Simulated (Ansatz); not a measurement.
Ansatz (a quantum-chemistry and plane-wave program) input (B3LYP-D3(BJ)/def2-TZVP):

Ansatz 0.2 input:
```yaml
crystal:
  periodic: [false, false, false]
  atoms:
    - {symbol: C, position_ang: [-2.49148141, 0.60568608, -0.30502326]}
    - {symbol: C, position_ang: [-1.10283091, 0.82529412, 0.28234561]}
    - {symbol: C, position_ang: [-0.11012628, -0.22710860, -0.20671905]}
    - {symbol: C, position_ang: [1.28067688, -0.00998594, 0.38508522]}
    - {symbol: C, position_ang: [2.26190258, -1.06720237, -0.10673683]}
    - {symbol: S, position_ang: [3.90787996, -0.83192795, 0.57806499]}
    - {symbol: H, position_ang: [-3.18226771, 1.36403927, 0.05538204]}
    - {symbol: H, position_ang: [-2.45970181, 0.65849450, -1.39112538]}
    - {symbol: H, position_ang: [-2.87603779, -0.37160280, -0.02137131]}
    - {symbol: H, position_ang: [-0.74262385, 1.81784120, 0.00309004]}
    - {symbol: H, position_ang: [-1.15941021, 0.78819852, 1.37240721]}
    - {symbol: H, position_ang: [-0.05100778, -0.18853308, -1.29716653]}
    - {symbol: H, position_ang: [-0.47143233, -1.22041923, 0.07053465]}
    - {symbol: H, position_ang: [1.64943881, 0.97949255, 0.10597669]}
    - {symbol: H, position_ang: [1.22711792, -0.04984902, 1.47530765]}
    - {symbol: H, position_ang: [2.35918361, -1.03250045, -1.19371148]}
    - {symbol: H, position_ang: [1.93414512, -2.06749087, 0.18339933]}
basis:
  gaussian:
    orbitals: def2-TZVP
hamiltonian:
  xc: b3lyp
  dispersion: d3bj
magnetization: {spin_polarized: true, initial_magnetization: 1}
relax: {f_tol: 0.002, max_steps: 150}
```

End of the output:

```
relax step   6: F+E_penalty+E_count = -16202.85424172 eV  Δ(F+E_penalty+E_count) = -2.352e-6 eV  max|allowed force component| = 7.020e-4 eV/Å  Δτ_max = 0.0013 Å  (55 SCF iters, accepted)
integrals: 0.22 GiB planned
1655 factors; their error is unknown
0.34 GiB of the device are held for the grids
1.62 GiB of device memory are held for the factors and their scratch space
mean field: 1.81 GiB planned
mean field evaluation 128: about -16202.2269 eV, gradient 1.4e-5 eV
mean field evaluation 160: about -16202.2269 eV, gradient 8.1e-5 eV
mean field -16202.22689409 eV, -595.4208560940 hartree, gradient 3.3e-6 eV, S^2 0.754028; 3 other end points of the search recorded, 0 dependent functions left out
the calculation of the forces begins
reference -16202.22722474 eV, -595.4208682450 hartree; 29, 28 occupied and 229, 230 virtual orbitals, 1655 factors
Total energy: -16202.85457237 eV, -595.4439228452 hartree
Atom 0 at    -2.511202     0.610085    -0.309451 Å, force     0.000645    -0.000193    -0.000088 eV/Å
Atom 1 at    -1.118981     0.823601     0.277207 Å, force    -0.000662     0.000235    -0.000059 eV/Å
Atom 2 at    -0.105704    -0.216648    -0.194729 Å, force     0.000132     0.000155     0.000227 eV/Å
Atom 3 at     1.289228    -0.006974     0.390868 Å, force     0.000484     0.000129     0.000266 eV/Å
Atom 4 at     2.287075    -1.053292    -0.089786 Å, force    -0.000702     0.000327    -0.000087 eV/Å
Atom 5 at     3.963813    -0.889363     0.548298 Å, force     0.000414    -0.000067     0.000022 eV/Å
Atom 6 at    -3.213927     1.366577     0.044132 Å, force    -0.000130     0.000223     0.000162 eV/Å
Atom 7 at    -2.489674     0.659884    -1.400790 Å, force    -0.000074    -0.000232    -0.000099 eV/Å
Atom 8 at    -2.908672    -0.369173    -0.031895 Å, force    -0.000025    -0.000054    -0.000225 eV/Å
Atom 9 at    -0.757681     1.822278     0.011890 Å, force     0.000301     0.000042    -0.000144 eV/Å
Atom 10 at    -1.173469     0.800990     1.370283 Å, force     0.000135    -0.000320     0.000071 eV/Å
Atom 11 at    -0.049090    -0.194838    -1.289093 Å, force    -0.000219    -0.000231     0.000361 eV/Å
Atom 12 at    -0.465916    -1.217389     0.069994 Å, force     0.000106     0.000283    -0.000184 eV/Å
Atom 13 at     1.658883     0.987020     0.124920 Å, force    -0.000116     0.000152    -0.000231 eV/Å
Atom 14 at     1.242256    -0.034146     1.482862 Å, force    -0.000194    -0.000193     0.000189 eV/Å
Atom 15 at     2.370551    -1.050224    -1.182715 Å, force    -0.000106    -0.000202     0.000013 eV/Å
Atom 16 at     1.955936    -2.065960     0.167743 Å, force     0.000012    -0.000055    -0.000194 eV/Å
Dipole moment:    -0.378667    -0.001505    -0.117397 e Å
```

It need not be the lowest isomer of its formula.
